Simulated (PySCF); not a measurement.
In(OH)2(OSiH3) (H5InO3Si), SMILES [OH][In]([OH])[O][SiH3].

Coordinates come from a PBE0-D3(BJ)/def2-SVP optimisation. The def2 effective core potentials stand for the cores of In; spin–orbit coupling is left out. Other conformers were not sampled.

Calculation: PBE/def2-TZVP run with PySCF.

Symmetry labels are those of the subgroup Cs that the program uses (full group Cs).

Computed valence orbital energies around the gap with their symmetry:
| orbital | symmetry | energy (eV) |
|---|---|---|
| HOMO−7 | A' | -9.01 |
| HOMO−6 | A" | -8.85 |
| HOMO−5 | A' | -8.83 |
| HOMO−4 | A' | -7.69 |
| HOMO−3 | A" | -7.66 |
| HOMO−2 | A" | -7.21 |
| HOMO−1 | A' | -7.05 |
| HOMO | A" | -6.93 |
| LUMO | A' | -3.21 |
| LUMO+1 | A" | -1.48 |
| LUMO+2 | A' | -0.72 |
| LUMO+3 | A' | -0.03 |
